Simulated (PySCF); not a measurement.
**Ionisation energy of Fe by level of theory**

Fe [Ar] 3d6 4s2 (5D) → Fe⁺ [Ar] 3d6 4s1 (6D), as a difference of total energies. Computed with PySCF 2.14 in jorge-DZP-DKH (8s6p2d1f, 43 functions), with scalar relativity by spin-free X2C-1e. Correlated levels: valence: [Ar] frozen. The calculations carry no spin-orbit coupling.

```csv
method,ionisation energy (eV)
UHF,6.342
r2SCAN,7.406
LDA,7.931
MP2 (valence),7.079
SCS-MP2 (valence),7.206
```

Errors of the correlated levels include the incompleteness of this basis and the frozen core.

MP2 underrates the near-degeneracy of ns² with np² in the lower species.

Which method comes closest to the reference value, and which is furthest?

The reference is 7.904 eV (measured; NIST levels, between the centres of gravity of the two terms). Closest: LDA (error 0.027 eV); furthest: UHF (error -1.562 eV).
